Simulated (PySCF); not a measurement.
## Core-level binding energies of fluoroaluminate

Species: fluoroaluminate, AlF4 (charge -1).
Atom-mapped SMILES: `[F:1][Al-:2]([F:3])([F:4])[F:5]`

Computed, not measured: delta-SCF UKS SCAN, pcX-2 on the ionised atom, pcseg-1 elsewhere, spin-free X2C (PySCF). Binding energies are ΔSCF values: E(core-ionised, relaxed orbitals) − E(ground state) at a fixed geometry, referred to the vacuum level.

Question: List the computed XPS lines with their assignment.

Answer: 
```csv
atom(s),environment,level,binding energy (eV),count
Al2,aluminium bonded to 4 F,Al 1s,1562.68,1
F1/F3/F4/F5,fluorine bonded to Al,F 1s,686.42,4
```

Question: Which effective nuclear charge Zeff reproduces each element's mean 1s value in the hydrogen-like formula E = 13.606 eV × Zeff²?

Answer: F (Z = 9): mean 686.4 eV, Zeff = 7.10, Z − Zeff = 1.90; Al (Z = 13): mean 1562.7 eV, Zeff = 10.72, Z − Zeff = 2.28. Means run over the listed sites, weighted by atom count.

The first atom of each set that the bonding makes equivalent was ionised and stands for the set. The species carries charge -1, so core ionisation leaves a neutral species. The basis sets have no added diffuse functions. Geometry: PBE0-D3(BJ)/def2-SVP; no solvent, vibrations or thermal averaging. The geometry's basis has no diffuse functions, a weakness for an anion.
